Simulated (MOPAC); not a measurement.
A run for MOPAC: AM1 on CH2IN (a complex), monomers drawn apart or pushed together.

```
AM1 1SCF PRECISE CHARGE=0 THREADS=1
CH2IN

C     -0.75728567 1    -0.57204618 1    -0.31790175 1
N     -0.20264249 1    -0.30010856 1     0.64590358 1
H     -1.27406422 1    -0.82612094 1    -1.21631018 1
I      1.90700725 1     0.67736343 1     4.15150502 1
H      1.08649269 1     0.30249495 1     2.80435848 1
```

Output:

```
*******************************************************************************
 **                                                                           **
 **                              MOPAC v23.2.5                                **
 **                                                                           **
 *******************************************************************************
 ** MOPAC's Digital Object Identifier: https://doi.org/10.5281/zenodo.6511958 **
 **                                                                           **
 ** Please cite the open-source release paper for use of this MOPAC version:  **
 ** J. E. Moussa and J. J. P. Stewart (2026)                                  **
 ** MOPAC: An open-source semiempirical molecular orbital program             **
 ** J. Open Source Softw., 11(119), 8025, https://doi.org/10.21105/joss.08025 **
 *******************************************************************************

                              AM1 CALCULATION RESULTS

 *******************************************************************************
 *  AM1        - The AM1 Hamiltonian to be used
 *
 *
 *
 *                 CHARGE ON SYSTEM = 0
 *
 *
 *
 *  PRECISE    - TIGHTER CRITERIA TO BE USED
 *  1SCF       - DO 1 SCF AND THEN STOP
 *  THREADS=1  - MULTI-THREADING NOT USED
 *  T=         - A TIME OF 172800.0 SECONDS REQUESTED
 *  DUMP=N     - RESTART FILE WRITTEN EVERY 7200.0 SECONDS REQUESTED
 *******************************************************************************
AM1 1SCF PRECISE CHARGE=0 THREADS=1
 CH2IN

   ATOM   CHEMICAL          X               Y               Z
  NUMBER   SYMBOL      (ANGSTROMS)     (ANGSTROMS)     (ANGSTROMS)

     1       C         -0.75728567  *  -0.57204618  *  -0.31790175  *
     2       N         -0.20264249  *  -0.30010856  *   0.64590358  *
     3       H         -1.27406422  *  -0.82612094  *  -1.21631018  *
     4       I          1.90700725  *   0.67736343  *   4.15150502  *
     5       H          1.08649269  *   0.30249495  *   2.80435848  *



          CARTESIAN COORDINATES

    NO.       ATOM           X           Y           Z

     1         C         -0.7573     -0.5720     -0.3179
     2         N         -0.2026     -0.3001      0.6459
     3         H         -1.2741     -0.8261     -1.2163
     4         I          1.9070      0.6774      4.1515
     5         H          1.0865      0.3025      2.8044

  H: (AM1): M.J.S. DEWAR ET AL, J. AM. CHEM. SOC. 107 3902-3909 (1985)
  C: (AM1): M.J.S. DEWAR ET AL, J. AM. CHEM. SOC. 107 3902-3909 (1985)
  N: (AM1): M.J.S. DEWAR ET AL, J. AM. CHEM. SOC. 107 3902-3909 (1985)
  I: (AM1): M.J.S. DEWAR AND E. G. ZOEBISCH, THEOCHEM, 180, 1 (1988).

           Empirical Formula: C H2 N I  =     5 atoms



      MOLECULAR POINT GROUP   :   C2v


      RHF CALCULATION, NO. OF DOUBLY OCCUPIED LEVELS = 9


 -------------------------------------------------------------------------------
 AM1 1SCF PRECISE CHARGE=0 THREADS=1
 CH2IN



     1SCF WAS SPECIFIED, SO BFGS WAS NOT USED
     SCF FIELD WAS ACHIEVED


                              AM1 CALCULATION
                                                       MOPAC v23.2.5 Linux




          FINAL HEAT OF FORMATION =         38.54265 KCAL/MOL =     161.26245 KJ/MOL


          COSMO AREA              =        123.08 SQUARE ANGSTROMS
          COSMO VOLUME            =        100.91 CUBIC ANGSTROMS

          IONIZATION POTENTIAL    =         10.491104 EV
          HOMO LUMO ENERGIES (EV) =        -10.491  1.026
          NO. OF FILLED LEVELS    =          9
          MOLECULAR WEIGHT        =        154.9380         POINT GROUP:  C2v

          MOLECULAR DIMENSIONS (Angstroms)

            Atom       Atom       Distance
            I     4    H     3     6.41819
            H     3    N     2     0.02884
            H     5    C     1     0.00082


          SCF CALCULATIONS        =          1





   ATOM   CHEMICAL          X               Y               Z
  NUMBER   SYMBOL      (ANGSTROMS)     (ANGSTROMS)     (ANGSTROMS)

     1       C         -0.75728567  *  -0.57204618  *  -0.31790175  *
     2       N         -0.20264249  *  -0.30010856  *   0.64590358  *
     3       H         -1.27406422  *  -0.82612094  *  -1.21631018  *
     4       I          1.90700725  *   0.67736343  *   4.15150502  *
     5       H          1.08649269  *   0.30249495  *   2.80435848  *

                             CARTESIAN COORDINATES

   1    C       -0.757285670    -0.572046180    -0.317901750
   2    N       -0.202642490    -0.300108560     0.645903580
   3    H       -1.274064220    -0.826120940    -1.216310180
   4    I        1.907007250     0.677363430     4.151505020
   5    H        1.086492690     0.302494950     2.804358480


           Empirical Formula: C H2 N I  =     5 atoms



      MOLECULAR POINT GROUP   :   C2v


                  EIGENVALUES
 -37.26023 -29.85528 -21.60381 -14.39643 -14.13884 -14.13883 -13.33681 -10.49111
 -10.49110   1.02641   1.53539   1.53540   2.83981   6.18306


              NET ATOMIC CHARGES AND DIPOLE CONTRIBUTIONS

  ATOM NO.   TYPE          CHARGE      No. of ELECS.   s-Pop       p-Pop
    1          C          -0.169581        4.1696     1.31531     2.85427
    2          N          -0.068802        5.0688     1.81310     3.25570
    3          H           0.239381        0.7606     0.76062
    4          I          -0.031817        7.0318     1.96745     5.06437
    5          H           0.030819        0.9692     0.96918
 DIPOLE           X         Y         Z       TOTAL
 POINT-CHG.    -0.912    -0.443    -1.572     1.871
 HYBRID        -1.089    -0.512    -1.828     2.188
 SUM           -2.001    -0.955    -3.400     4.059


          ATOMIC ORBITAL ELECTRON POPULATIONS

     Atom    s        px        py        pz
    1  C   1.31531   0.94823   0.94243   0.96362
    2  N   1.81310   1.07762   1.06382   1.11426
    3  H   0.76062
    4  I   1.96745   1.76034   1.94998   1.35404
    5  H   0.96918

 **********************
 *                    *
 * JOB ENDED NORMALLY *
 *                    *
 **********************




 == MOPAC DONE ==
```

The run finished.

Cost: very roughly 0.03 core-seconds.
